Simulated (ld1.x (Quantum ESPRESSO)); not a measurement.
arsenic: from the effect back to the setting (RRKJ)

Base potential:

ld1.x (Quantum ESPRESSO) 7.5 input, shortened:

```
&input
   title='As', zed=33., rel=1, dft='PBE', iswitch=3,
   config='[Ar] 3d10 4s2 4p1'
 /
 &inputp
   pseudotype=2, tm=.false., rho0=0.02, lloc=1,
   nlcc=.true., new_core_ps=.true., rcore=0.80
 /
3
4S  1  0   2.00   0.00  1.50  1.50  0.0
3D  3  2  10.00   0.00  0.85  0.85  0.0
4P  2  1   1.00   0.00  1.75  1.75  0.0
 &test
   configts(1)='3d10 4s2 4p1'
 /
```

Cutoffs, loose and tight: the cutoffs (Ry, on a coarse ladder) from which the occupation-weighted sum of valence levels, in a spherical-Bessel basis at the reference potential, stays within 10 and 1 mRy of its value at 400 Ry. They do not see the model core or the augmentation charge, which bear on the density cutoff. Test errors are all-electron minus pseudo excitation energies from the reference, over the configurations 3d10 4s2 4p3; 3d10 4s2 4p2; 3d10 4s2 4p0; 3d10 4s1 4p4; 3d10 4s2 4p3.3; 3d9 4s2 4p3; 3d10 4s2 4p2.5; variants that change the core or the reference have their own tests.

Only the scale of all radii but the core radius (base = 1) is moved (2 further runs of the sweep failed or gave no value and are left out):

| scale of all radii but the core radius (base = 1) | cutoff, loose | cutoff, tight | bound ghosts | largest test error (meV) |
| --- | --- | --- | --- | --- |
| 0.95 | 300 Ry | over 300 Ry | s | -1359 |
| 1.09 | 260 Ry | 300 Ry | s | -1222 |
| 1.2 | 230 Ry | 300 Ry | none | -1026 |
| 1.37 | 180 Ry | 260 Ry | none | -612 |

Q: One more run gave cutoff, loose: 200 Ry; cutoff, tight: 300 Ry; bound ghosts: none; largest test error (meV): -808. Which value of the scale of all radii but the core radius (base = 1) was used?

A: 1.29. The loose cutoff moves one way along this sweep, from 300 Ry at 0.95 to 180 Ry at 1.37, which places the run between 1.2 and 1.37.
